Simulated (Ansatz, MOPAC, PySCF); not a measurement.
Species: HS₂ (charge 0, doublet). SMILES: [S]S
Geometry: optimised at B3LYP-D3(BJ)/def2-TZVP (Ansatz, a first-principles code).

Quantity: vertical ionisation energy to the triplet, in eV. Conventions: no spin-orbit coupling; each state is the SCF solution reached for its charge and spin; 6-31G* and kin with 6d, 5d where marked; dispersion terms only where a functional's name holds one; 6-311+G** with 5d, 6d on Na to Ar in Ansatz; open shells spin-unrestricted; valence correlation only; non-relativistic. Basis-set limits of correlation are two-point, X^-3; Hartree-Fock from the larger set. Ab initio and DFT rows: single points at B3LYP-D3(BJ) geometries (Ansatz). Semi-empirical rows: differences of heats of formation at the shared geometry for vertical values.

Coupled cluster (Ansatz) is a level with limits of its own, used here on species with T1 under 0.025 (0.045 for open shells) and stable references: CCSD(T)/CBS(def2-TZVPPD,def2-QZVPPD).

Value to compare with, CCSD(T)/CBS(def2-TZVPPD,def2-QZVPPD) (Ansatz): 9.68 eV.

| level | program | vertical ionisation energy to the triplet (eV) | difference |
|---|---|---|---|
| AM1 | MOPAC | 9.01 | -0.67 |
| PM3 | MOPAC | 9.17 | -0.51 |
| HF/6-311+G** | Ansatz | 8.76 | -0.92 |
| B3LYP/STO-3G | Ansatz | 6.37 | -3.31 |
| B3LYP/3-21G | Ansatz | 9.85 | 0.17 |
| B3LYP/6-31G* | Ansatz | 9.61 | -0.07 |
| B3LYP/6-311+G** | Ansatz | 9.63 | -0.05 |
| M06-2X/6-31G* (5d) | PySCF | 9.70 | 0.02 |
| MP2/6-311+G** | Ansatz | 9.12 | -0.56 |
| B3LYP/def2-TZVPD | Ansatz | 9.60 | -0.08 |
| PBE0/def2-TZVPD | Ansatz | 9.56 | -0.12 |
| wB97X-V/def2-TZVPD | Ansatz | 9.65 | -0.03 |

Among the 9 habitual levels, B3LYP/STO-3G lies farthest from CCSD(T)/CBS(def2-TZVPPD,def2-QZVPPD) (Ansatz) (-3.31 eV); 2 of 9 lie above it, and their mean absolute difference is 0.70 eV, the median 0.51. One case shows no general order.

The levels are drawn from those run, B3LYP/6-31G* more often than the rest, none by its result; runs whose electronic state is in doubt are left out.
